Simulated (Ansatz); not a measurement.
Total energies of the cluster Ge₃O₁₀H₈ (the lowest singlet isomer of a short search) from Ansatz at PBE0-D4/def2-SVP, gas phase (1 Eh = 27.2114 eV = 2625.5 kJ/mol). The reference geometry is relaxed at PBE-D4/def2-SVP.

```xyz
21

Ge    1.681    1.048   -1.319
Ge   -1.329   -2.145    0.426
Ge   -0.427    1.759    1.366
O    -1.292   -0.818   -0.884
O    -1.300    1.676   -0.196
O     0.681    2.360   -1.918
O     1.219   -0.616   -1.635
O    -2.198   -2.058   -1.198
O     1.430    1.097    0.608
O    -0.615    0.122    2.267
O    -0.077    3.110    2.248
O     0.068   -0.996    1.616
O    -0.077   -3.397    0.341
H     2.053    1.680    1.096
H    -0.019   -3.714   -0.583
H     0.220   -0.750   -1.583
H     3.176    1.281   -1.562
H    -1.597    0.746   -0.449
H    -2.258   -2.089    1.638
H    -0.214    2.281   -1.480
H     0.875   -0.578    1.200
```

```csv
state,geometry,energy (Eh)
charge 0 singlet,reference,-6985.09433
charge 1 doublet,reference,-6984.74135
charge -1 doublet,reference,-6985.10198
free Ge atom (triplet),–,-2076.39507
free O atom (triplet),–,-74.92490
free H atom (doublet),–,-0.50029
```

The structure holds 2 bonds between oxygen atoms, so isomers without such links may lie far lower.

(1) Work out the vertical ionisation energy to the doublet.

(2) Work out the vertical electron affinity, to the doublet.

(3) Give the fundamental gap IE − EA, the Mulliken electronegativity (IE + EA)/2 and the hardness (IE − EA)/2.

(4) What is the binding energy per atom against free atoms?

(1) E(charge 1 doublet) − E(charge 0 singlet) = -6984.74135 − (-6985.09433) = 0.35298 Eh = 9.61 eV. For comparison, −ε of the highest occupied level is 7.80 eV at this level, 1.81 eV less.

(2) E(charge 0 singlet) − E(charge -1 doublet) = -6985.09433 − (-6985.10198) = 0.00765 Eh = 0.21 eV. The basis lacks diffuse functions, which makes affinities too small.

(3) From the values in Eh: IE − EA = 0.35298 − 0.00765 = 0.34533 Eh = 9.40 eV; (IE + EA)/2 = 4.91 eV; (IE − EA)/2 = 4.70 eV. The HOMO–LUMO gap of the same run is 5.98 eV, 3.42 eV smaller than the fundamental gap.

(4) Atoms: 3 × (-2076.39507) + 10 × (-74.92490) + 8 × (-0.50029) = -6982.43653 Eh. Binding: -6982.43653 − (-6985.09433) = 2.65780 Eh = 72.32 eV, or 3.44 eV for each of 21 atoms (no zero-point energy, no counterpoise term).

At PBE0-D4/def2-SVP the highest occupied level of the charge -1 doublet lies above zero (up to 1.41 eV). By energy differences its removal costs 0.21 eV (vertical, to the charge 0 singlet, at PBE0-D4/def2-SVP); self-interaction error and the lack of diffuse functions both raise the level.  

The structure comes from a short search, and lower isomers may exist.
